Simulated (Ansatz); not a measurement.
`C=C[SiH2]N[SiH3]` + `[AsH3]` → `[SiH3][AsH2]` + `C=C[SiH2]N`  (ligand exchange at the Si–N bond)

Calculated with Ansatz (gas phase, PBE0-D4/def2-TZVP geometries, no zero-point term in ΔE). CCSD(T)/CBS adds triple-zeta CCSD(T) − MP2 to the extrapolated MP2 energy (def2 sets, frozen cores). DFT in def2-TZVPP. B3LYP here is the variant with VWN-RPA as its local correlation; programs differ in this. For As outer-core shells are correlated without core-valence functions, which leaves a few kJ/mol of doubt a bond. Scalar relativity is left out up to krypton. Each species was taken in one conformer, which may not be the lowest.

`C=C[SiH2]N[SiH3]`:

Cartesian coordinates in Å:
```
C -2.661 -0.188 -1.237
C -1.809 -0.289 -0.219
Si -0.260 0.732 -0.118
N 1.156 -0.254 -0.055
Si 2.444 -0.251 1.091
H -2.485 0.503 -2.057
H -3.569 -0.782 -1.299
H -2.034 -1.000 0.574
H -0.232 1.559 1.116
H -0.277 1.623 -1.314
H 1.249 -0.918 -0.813
H 2.097 0.727 2.152
H 2.634 -1.597 1.700
H 3.745 0.136 0.477
```

`[AsH3]`:

Z-matrix (Å, degrees):
```
As
H 1 1.522
H 1 1.522 2 92.0
H 1 1.522 2 92.0 3 -92.1
```

`[SiH3][AsH2]`:

```xyz
7

Si    0.313   -0.803   -0.003
As    0.209    1.548    0.234
H     0.718   -1.384    1.303
H     1.353   -1.123   -1.014
H    -0.976   -1.410   -0.425
H    -1.103    1.467    1.003
H    -0.514    1.704   -1.098
```

`C=C[SiH2]N`:

Cartesian coordinates in Å:
```
C 1.596 -0.431 0.656
C 1.121 0.047 -0.490
Si -0.692 0.370 -0.785
N -1.715 0.006 0.543
H 2.654 -0.616 0.820
H 0.934 -0.659 1.489
H 1.829 0.258 -1.291
H -1.134 -0.454 -1.943
H -0.865 1.811 -1.116
H -1.770 0.611 1.345
H -1.958 -0.942 0.773
```

Is it downhill or uphill in electronic energy at CCSD(T)/CBS, and by how much? (Best estimate.)

The calculation gave: Uphill: ΔE = +0.28 eV.

What do these levels give: LDA (SPW92), PBE0, B3LYP, BHLYP, CAM-B3LYP, CCSD/def2-TZVPP? (An estimate is asked.)

Computed: LDA (SPW92) 0.17, PBE0 0.16, B3LYP 0.26, BHLYP 0.32, CAM-B3LYP 0.31, CCSD/def2-TZVPP 0.32 eV.

Largest T1 diagnostic among the species: 0.011.

From PBE to PBE0 (25 % exact exchange), in def2-TZVPP and without D4, ΔE moves by +0.04 eV. At CCSD(T), def2-SVP lies +0.06 eV from the extrapolated value and def2-TZVPP +0.02 eV.
